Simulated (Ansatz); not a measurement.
Start from `BC(O)CF` and change one atom or group to get `BCO`.

Ansatz, PBE0-D4/def2-TZVP geometries, multiplicity 1. Each molecule was computed in one conformer, which needn't be the lowest. `BC(O)CF` holds a close contact that its SMILES doesn't draw: O···B 1.70 Å. `BCO` holds a close contact that its SMILES doesn't draw: O···B 1.68 Å.

```
                                                                                  property  `BC(O)CF`
                                          size of the dipole moment (B3LYP/def2-TZVPP) / D       3.27
                                                   HOMO–LUMO gap (ωB97M-V/def2-TZVPP) / eV      12.12
ideal-gas entropy at 298 K and 1 bar (rigid rotor, harmonic PBE0-D4/def2-TZVP) / J/(mol·K)        314
                                                     HOMO energy (ωB97M-V/def2-TZVPP) / eV     -10.72
                                        size of the dipole moment (ωB97M-V/def2-TZVPP) / D       3.28
                                                     LUMO energy (ωB97M-V/def2-TZVPP) / eV       1.40
```

Task: Give the same properties after the change, and the shifts. (Best estimate.)

Result: Computed: 
| property | `BCO` | shift |
| --- | --- | --- |
| size of the dipole moment (B3LYP/def2-TZVPP) / D | 2.59 | -0.68 |
| HOMO–LUMO gap (ωB97M-V/def2-TZVPP) / eV | 12.37 | 0.25 |
| ideal-gas entropy at 298 K and 1 bar (rigid rotor, harmonic PBE0-D4/def2-TZVP) / J/(mol·K) | 258 | -56 |
| HOMO energy (ωB97M-V/def2-TZVPP) / eV | -10.71 | 0.01 |
| size of the dipole moment (ωB97M-V/def2-TZVPP) / D | 2.61 | -0.67 |
| LUMO energy (ωB97M-V/def2-TZVPP) / eV | 1.66 | 0.26 |

The zero-point energy changes by -55.6 kJ/mol with -9 modes. Dipoles are sizes alone; their direction can turn.

Positive LUMOs are unbound, so they and the gaps depend on the basis.

B3LYP here is the variant with VWN-RPA as its local correlation; programs differ in this.
